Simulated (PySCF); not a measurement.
Compound: C6H14N2Si2.
Bonds: N1–C2 (triple), C2–Si3, Si3–N4, N4–Si5, Si5–C6, C6–C7, C7–C8, C8–C9, C9–C10, C6–C10. Hydrogens: H11, H12 on Si3; H13 on N4; H14, H15 on Si5; H16 on C6; H17, H18 on C7; H19, H20 on C8; H21, H22 on C9; H23, H24 on C10.

Probes without a nucleus sit at each ring's centroid and 1 Å off its mean plane on both sides; NICS is minus the shielding there, NICSzz its component along the normal. Level: GIAO PBE0/pcSseg-1 (PySCF, non-relativistic, gas phase) on the PBE0-D3(BJ)/def2-SVP geometry, one conformer.

Ring bond lengths (Å), with Mayer bond orders in brackets: C6–C7 1.535 (1.00), C7–C8 1.534 (1.03), C8–C9 1.546 (1.01), C9–C10 1.540 (1.03), C10–C6 1.537 (1.01).

What do the NICS probes read (ppm)?

| ring | type | NICS(0) | NICS(1), two faces | NICS(1)zz, two faces | rms pucker (Å) | centre to ring atoms, mean (Å) |
| --- | --- | --- | --- | --- | --- | --- |
| C6–C7–C8–C9–C10 | 5-membered carbocycle; formal bonds all single | -5.9 | -3.5 / -4.5 | -4.9 / -6.1 | 0.18 | 1.29 |

What can be read from them?

- C6–C7–C8–C9–C10: mean NICS(1)zz -5.5 ppm, shielded. C6, C7, C8, C9, C10 have four or more neighbours, so the value isn't read as a sign of a π ring current.

What is the mean of the two in-plane components of NICS at the first NICS(1) probe listed for ring C6–C7–C8–C9–C10, 1 Å off the ring?

The isotropic value is a third of the trace: (3 × -3.5 − (-4.9))/2 = -2.8 ppm.

How do the values depend on the level or the medium?

```csv
level,"NICS(0), C6–C7–C8–C9–C10","mean NICS(1)zz, C6–C7–C8–C9–C10"
"PBE0/pcSseg-1, gas",-5.9,-5.5
"wB97X-D/pcSseg-1, gas",-5.8,-5.3
"PBE0/pcSseg-1, IEF-PCM acetonitrile",-5.9,-5.5
"PBE0/pcSseg-1, IEF-PCM water",-5.9,-5.5
```

The geometry is the same throughout; the continuum's cavity takes Bondi-type radii × 1.2.
